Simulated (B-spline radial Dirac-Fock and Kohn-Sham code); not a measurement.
# Os³⁺: M5-N67N67 lines in intermediate coupling

System: osmium as Os³⁺ in the configuration [Xe] 4f14 5d5.

The run's input, task.json:

```json
{"items": [{
  "Z": 76,
  "q": 3,
  "cfg": [[1, 0, 2], [2, 0, 2], [2, 1, 6], [3, 0, 2], [3, 1, 6], [3, 2, 10], [4, 0, 2], [4, 1, 6], [4, 2, 10], [4, 3, 14], [5, 0, 2], [5, 1, 6], [5, 2, 5]],
  "A": 192,
  "rrms": 5.4126,
  "do": ["binding", "quiet", "double"]
}]}
```

Command: `python xray_run.py task.json out`

Level of theory: ΔSCF Dirac-Fock with Breit, self-energy and vacuum polarisation, finite nucleus, configuration average; a radial atomic solver. The two-hole levels come from diagonalising the Coulomb interaction among the jj configurations; intensities are independent-particle Coulomb rates. Kinetic energies are from the vacuum level. The model has no electron correlation. Open outer shells are spectators and are not coupled to the holes.

```
kinetic energy (eV)  J  leading jj holes (weight)  leading LS term (weight)
             1778.0  0                N6N6 (0.74)                ¹S0 (0.90)
             1786.1  2                N6N6 (0.63)                ³P2 (0.51)
             1786.8  1                N6N7 (1.00)                ³P1 (1.00)
             1787.3  0                N7N7 (0.74)                ³P0 (0.90)
             1787.6  6                N6N7 (0.93)                ¹I6 (0.99)
             1789.0  2                N6N7 (0.38)                ³P2 (0.44)
             1790.1  4                N6N6 (0.92)                ³H4 (0.47)
             1792.0  3                N6N7 (1.00)                ³F3 (1.00)
             1792.2  2                N7N7 (0.65)                ³F2 (0.64)
             1792.4  4                N6N7 (0.92)                ³H4 (0.46)
             1793.4  5                N6N7 (1.00)                ³H5 (1.00)
             1794.8  4                N7N7 (0.99)                ³F4 (0.59)
             1795.9  6                N7N7 (0.93)                ³H6 (0.99)
```

The intensity is shared as follows: 1787.6 eV 45.8 %, 1795.9 eV 19.0 %, 1794.8 eV 9.4 %, 1793.4 eV 9.2 %, 1792.4 eV 6.3 %, 1792.2 eV 3.6 %, 1792.0 eV 2.7 %, 1789.0 eV 1.1 %, 1786.1 eV 1.1 %, 1790.1 eV 0.8 %, 1778.0 eV 0.4 %, 1786.8 eV 0.3 %, 1787.3 eV 0.2 %.

The strongest line, by its leading LS label ¹I6, lies at 1787.6 eV. The mean weight of the leading component is 0.83 in jj and 0.76 in LS coupling, so jj labels describe these levels better.

Values without a named source are computed, but for edge energies of neutral atoms, which are taken from tables.
